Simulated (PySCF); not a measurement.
C3H2F3, SMILES C=C(F)[C](F)F (connectivity only; charge and spin as stated), charge +1, multiplicity 1.

The structure is a stationary point at PBE0-D3(BJ)/def2-SVP. The spin state was assumed, not searched. The isomer is the one that the SMILES or the coordinates give; other isomers of the formula were not compared. One conformer was computed; it need not be the lowest.

Two levels are set side by side: PBE/def2-TZVP (PySCF) and ωB97X/def2-TZVP (PySCF). Same geometry, gas phase. Differences are taken from unrounded values.

| quantity | ωB97X |
|---|---|
| orbital gap (eV) | 9.56 |
| highest occupied level (eV) | -17.32 |
| lowest empty level (eV) | -7.76 |
| mean polarisability (bohr³) | 36.6 |

Question: What does PBE give, and how far is it from ωB97X? (Estimate from the structure and the level; the computed values follow.)

Answer: 
```json
[
 {"quantity": "orbital gap (eV)", "PBE": "2.95", "PBE minus ωB97X": "-6.61"},
 {"quantity": "highest occupied level (eV)", "PBE": "-13.84", "PBE minus ωB97X": "3.47"},
 {"quantity": "lowest empty level (eV)", "PBE": "-10.89", "PBE minus ωB97X": "-3.14"},
 {"quantity": "mean polarisability (bohr³)", "PBE": "37.0", "PBE minus ωB97X": "0.4"}
]
```

PBE's occupied levels lie high since its potential decays too fast outside the molecule; exact exchange lowers them and widens the gap. Differences between two approximate levels are no errors against the true value.

Rough cost on one machine, each run with all the roots and properties that it gave: ωB97X against PBE within a factor of 2.
